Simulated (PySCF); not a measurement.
## Electron correlation in La⁺ (lanthanum, charge +1)

[Xe] 5d1 6s1, high-spin 3D determinant (an excited configuration). Computed with PySCF 2.14 in x2c-TZVPPall with one added diffuse shell each of s, p, d type (12s8p8d3f1g, 106 functions), with the spin-free X2C one-electron Hamiltonian (Gaussian nucleus). Frozen: [Ar] 3d10; 28 electrons correlated.

MP2 pair energies summed by pair of shells (mhartree):

| pair | energy | share (%) |
| --- | --- | --- |
| 4d-4d | -282.85 | 40.0 |
| 4d-5p | -127.27 | 18.0 |
| 5p-5p | -96.52 | 13.7 |
| 5p-5d | -26.05 | 3.7 |
| 4p-4d | -25.76 | 3.6 |
| 5s-5p | -25.31 | 3.6 |
| 4d-5s | -24.82 | 3.5 |
| 5p-6s | -19.25 | 2.7 |
| 4p-4p | -18.11 | 2.6 |
| 4s-4d | -16.93 | 2.4 |
| 4p-5p | -6.75 | 1.0 |
| 4p-5s | -6.36 | 0.9 |
| 4d-5d | -6.11 | 0.9 |
| 5s-5s | -5.11 | 0.7 |
| 4d-6s | -4.33 | 0.6 |
| 5d-6s | -4.10 | 0.6 |
| 4s-4p | -2.63 | 0.4 |
| 5s-5d | -2.51 | 0.4 |
| 4s-4s | -1.80 | 0.3 |
| 5s-6s | -1.14 | 0.2 |
| 4s-5p | -1.05 | 0.1 |
| 4s-5s | -0.57 | 0.1 |
| 4p-5d | -0.47 | 0.1 |
| 4p-6s | -0.37 | 0.1 |
| 4s-5d | -0.11 | 0.0 |
| 4s-6s | -0.03 | 0.0 |

Total MP2 correlation energy: -706.31 mhartree.

Same-spin part -262.41 and opposite-spin part -443.90 mhartree; SCS-MP2 scales them by 1/3 and 6/5 to -620.15 mhartree.

This basis was not built for core-valence correlation, so the inner-shell part is incomplete.
